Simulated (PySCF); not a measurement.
H3Si, SMILES [SiH3+], charge +1.

Geometry: PBE0-D3(BJ)/def2-TZVPD.

Computed with TDA-CAM-B3LYP/def2-TZVPD run with PySCF.

Vertical excitations; the highest root listed may be one member of a degenerate set. Gas-phase values at a fixed geometry. State labels are in the subgroup C2v.

Task: List the lowest excited states. (The exact figures need the calculation; the answer reports its results.)

Result: 
```csv
state,symmetry,energy (eV),λ (nm),f,main pairs
S1,B2,5.62,221,0.000,HOMO−1→LUMO (degenerate set)
S2,A2,5.62,221,0.000,HOMO→LUMO (degenerate set)
S3,A1,10.50,118,0.079,HOMO−1→LUMO+1 (degenerate set)
S4,B1,10.50,118,0.079,HOMO→LUMO+1 (degenerate set)
S5,B1,10.59,117,0.000,"HOMO→LUMO+2 49 %, HOMO−1→LUMO+3 49 %"
S6,A1,11.49,108,0.000,"HOMO−1→LUMO+2 49 %, HOMO→LUMO+3 49 %"
S7,B2,11.73,106,0.118,HOMO−2→LUMO 84 %
S8,B1,12.27,101,0.828,"HOMO→LUMO+4, HOMO→LUMO+2, HOMO−1→LUMO+3, HOMO→LUMO+1 (degenerate set)"
S9,A1,12.27,101,0.828,"HOMO−1→LUMO+4, HOMO−1→LUMO+2, HOMO→LUMO+3, HOMO−1→LUMO+1 (degenerate set)"
S10,B1,12.89,96,0.633,"HOMO→LUMO+4 43 %, HOMO−1→LUMO+3 23 %, HOMO→LUMO+2 23 %, HOMO→LUMO+1 7 %"
T1,A2,4.91,252,0,HOMO→LUMO (degenerate set)
T2,B2,4.91,252,0,HOMO−1→LUMO (degenerate set)
T3,B1,8.61,144,0,HOMO→LUMO+1 (degenerate set)
T4,A1,8.61,144,0,HOMO−1→LUMO+1 (degenerate set)
```
Triplets are in the Tamm–Dancoff approximation.
